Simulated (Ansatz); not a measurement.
`[Cl][Al]([Cl])[Br]` + HBr → `[Cl][Al]([Br])[Br]` + HCl at 600 K and 1 bar (ligand exchange at the Al–Cl bond).

Program: Ansatz. Geometries: PBE0-D4/def2-TZVP. ΔE: electronic, gas phase. CCSD(T)/CBS is the MP2 limit (def2-TZVPP, def2-QZVPP) plus CCSD(T) − MP2 in def2-TZVPP, frozen cores. This one scheme is used for every species. For Br outer-core shells are correlated without core-valence functions, which leaves a few kJ/mol of doubt a bond. Scalar relativity is left out up to krypton.

```
             species  CCSD(T)/CBS energy (Eh)  H − E (kJ/mol)  S (J/(mol·K))
`[Cl][Al]([Cl])[Br]`              -3735.10209            51.9          388.2
                 HBr              -2573.91920            33.5          219.1
`[Cl][Al]([Br])[Br]`              -5848.64059            51.6          400.5
                 HCl               -460.38127            35.4          207.2
```

H − E and S are ideal-gas, rigid-rotor, harmonic terms from PBE0-D4/def2-TZVP. 1 Eh = 2625.50 kJ/mol, R = 8.31446 J/(mol·K).

By hand: ΔE, ΔH, ΔS and ΔG.

ΔE = (-5848.64059) + (-460.38127) − (-3735.10209) − (-2573.91920) = -0.00057 Eh = -1.5 kJ/mol. Δ(H − E) = 51.6 + 35.4 − 51.9 − 33.5 = 1.6, so ΔH = 0.1 kJ/mol. ΔS = 400.5 + 207.2 − 388.2 − 219.1 = 0.4 J/(mol·K). ΔG = 0.1 − 600 × (0.4)/1000 = -0.1 kJ/mol.

By hand: the equilibrium constant, and the temperature at which ΔG would vanish if ΔH and ΔS stayed fixed.

log₁₀ K = −ΔG/(RT ln 10) = 0.0. ΔG = 0 at ΔH/ΔS = 250 K, though so small a ΔH makes that figure unsure.

TΔS isn't small against ΔH here. The sign of ΔG lies within the doubt. A doubt of 5 kJ/mol in ΔE shifts log₁₀ K by 0.4 here. These are equilibria of isolated gas molecules and say nothing of rates. Largest T1 diagnostic: 0.007 (customary marks: 0.02 for closed shells, 0.045 for open ones).
